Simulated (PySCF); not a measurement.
C₄H₂BrCl, SMILES C#C/C(Cl)=C\Br. Atoms are numbered in the order given.

```xyz
8

C      2.5520     1.1002     0.0000
C      1.3402     1.0540     0.0000
C     -0.0763     1.0202     0.0000
Cl    -0.8712     2.5686     0.0000
C     -0.8397    -0.0874     0.0000
Br    -0.1355    -1.8085     0.0000
H      3.6262     1.1352     0.0000
H     -1.9287    -0.0268     0.0000
```

Geometry: PBE0-D3(BJ)/def2-SVP. The structure was generated by enumeration; whether it is a known compound was not checked.

The numbers are results of PBE/def2-TZVP in PySCF, not measurements.

The molecule is in vacuum.

```json
{
 "total_energy": "-3187.18888 hartree",
 "point_group": "Cs",
 "highest_occupied_level": "-6.02 eV",
 "lowest_empty_level": "-2.50 eV",
 "orbital_gap": "3.53 eV",
 "dipole_moment": "0.51 D",
 "quadrupole, principal values (traceless, Buckingham form, about the centre of nuclear charge)": "-5.51, -4.67, 10.19 D·Å",
 "mean_static_polarisability": "82.9 bohr³ (12.28 Å³)",
 "polarisability_principal_values": "46.0, 94.6, 108.0 bohr³"
}
```
